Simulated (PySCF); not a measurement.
# Trend along the second period: MIn cations

PBE0 with double-zeta basis sets in PySCF, for the lowest determinant that a PBE0 search found; no spin–orbit coupling. De refers to high-spin ground-configuration atoms (the charge goes to the atom of lower measured ionisation energy or higher electron affinity, which is not always the lowest computed limit). A positive dipole points towards In; it is taken about the centre of mass and depends on that origin.

```tsv
M	basis	charged atom	state (unpaired electrons)	Re (Å)	ωe (cm⁻¹)	De (eV)	μ (D)
Li	cc-pVDZ/cc-pVDZ-PP	Li+	doublet (σ ↑)	3.224	192	1.38	-8.92
Be	cc-pVDZ/cc-pVDZ-PP	In+	singlet (closed shell)	3.007	207	0.58	-3.85
B	def2-SVP	In+	doublet (σ ↑)	2.984	191	0.70	-2.58
C	cc-pVDZ-PP/cc-pVDZ	In+	triplet (σ ↑, π ↑)	2.884	156	0.35	-0.77
N	cc-pVDZ-PP/cc-pVDZ	In+	quartet (σ ↑, π ↑↑)	2.859	114	0.17	0.43
O	def2-SVP	In+	triplet (π ↑↑)	2.893	142	0.32	0.38
F	def2-SVP	In+	doublet (σ ↑)	1.951	542	1.04	3.68
```

The shortest bond is that of InF⁺ (1.951 Å), the longest that of LiIn⁺ (3.224 Å). LiIn⁺ is bound most strongly (1.38 eV) and InN⁺ least (0.17 eV).

The rows differ in basis set, which adds steps of its own.

The state changes along the series, so neighbouring rows are not always alike in their bonding.

Closed-shell solutions of metal pairs were not tested for spin polarisation, which can lower them a little. Weak bonds: InC⁺, InN⁺, InO⁺. Basis-set superposition, not corrected here, can be much of De in a small basis, most of all at correlated wavefunction levels. These are scalar-relativistic numbers at best; spin–orbit coupling would shift them, the dissociation energy most. For an ion De counts to the pair picked by the measured ionisation energies or electron affinities, which need not be the lowest pair at this level. States were picked by a PBE0 search and need not be the measured ground states.
